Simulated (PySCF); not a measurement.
**Telling isomers of C₈H₁₄O apart by NMR**

Non-relativistic Hamiltonian, in vacuum, one computed conformer, fast rotation and ring inversion assumed for equivalent nuclei. Shieldings: GIAO PBE0/pcSseg-1; coordinates at the GFN2-xTB level; PySCF.

Chemical shifts δ = σref − σ; TMS for 1H and 13C, all at this level. Where no couplings were computed, multiplicities follow the n + 1 count of equivalent neighbours, and m marks all less simple cases (inequivalent or close neighbours, rings, F or P nearby). Shifts are as computed. Against solution values, carbons near 30 ppm lie about +3 ppm off and those near 130 ppm about +5 ppm. Of 1211 compounds with measured shifts, 218 miss one by over three times the rms of a fit or turn the order of signals round; such compounds aren't used in these exercises. OH and NH positions are gas-phase values without hydrogen bonding to other molecules.

(1) Tabulate the signals of `CC/C(C)=C(\C)CC=O`, `C=COC(=C)C(C)(C)C`, `O[C@H]1CC12CCCCC2` and their relative energies.

(2) What is the quickest way to tell C=COC(=C)C(C)(C)C from O[C@H]1CC12CCCCC2?

(3) What is the quickest way to tell CC/C(C)=C(\C)CC=O from C=COC(=C)C(C)(C)C?

(4) What is the quickest way to tell CC/C(C)=C(\C)CC=O from O[C@H]1CC12CCCCC2?

Answers

(1) 
```tsv
SMILES	carbon types	δC	δH	E rel. (kcal/mol)
CC/C(C)=C(\C)CC=O	2×C 1×CH 2×CH2 3×CH3	197.0, 145.5, 126.1, 53.8, 34.0, 21.4, 18.4, 15.6	9.65 (t, 1H), 2.97 (d, 2H), 2.17 (q, 2H), 2.02 (s, 3H), 1.72 (s, 3H), 1.07 (t, 3H)	6.5
C=COC(=C)C(C)(C)C	2×C 1×CH 2×CH2 3×CH3	179.7, 155.5, 98.5, 87.7, 39.0, 29.6	6.69 (m, 1H), 4.95 (m, 1H), 4.58 (m, 1H), 4.37 (m, 1H), 4.23 (m, 1H), 1.17 (s, 9H)	21.0
O[C@H]1CC12CCCCC2	1×C 1×CH 6×CH2	60.3, 38.1, 32.5, 31.3, 29.4, 28.6, 27.8, 22.2	3.32 (m, 1H), 1.87 (m, 1H), 1.83 (m, 1H), 1.64 (m, 1H), 1.60 (m, 1H), 1.51 (m, 1H), 1.49 (m, 1H), 1.38 (m, 1H), 1.32 (m, 1H), 1.23 (m, 1H), 0.88 (br s, 1H), 0.65 (m, 1H), 0.47 (m, 1H), 0.42 (m, 1H)	0.0
```

Energies are electronic energies at PBE0/pcSseg-1 on these geometries, without zero-point or thermal terms, each for the one conformer computed, which needn't be the lowest.

(2) Count the carbon signals: 6 against 8. The first has an alkene carbon bearing oxygen (C) at 179.7 ppm, the second a three-membered-ring carbon (CH) at 60.3 ppm. In the proton spectra the most deshielded non-exchanging signals are 6.69 (m, 1H) and 3.32 (m, 1H).

(3) Count the carbon signals: 8 against 6. The first has an allylic sp3 CH2 at 34.0 ppm, the second an allylic quaternary sp3 carbon (C) at 39.0 ppm. Their most deshielded carbons lie at 197.0 and 179.7 ppm. In the proton spectra the most deshielded non-exchanging signals are 9.65 (t, 1H) and 6.69 (m, 1H).

(4) Both give the same number of carbon signals, but DEPT or the intensities differ. The first has an aldehyde carbonyl carbon (CH) at 197.0 ppm, the second a three-membered-ring carbon (CH) at 60.3 ppm. In the proton spectra the most deshielded non-exchanging signals are 9.65 (t, 1H) and 3.32 (m, 1H).
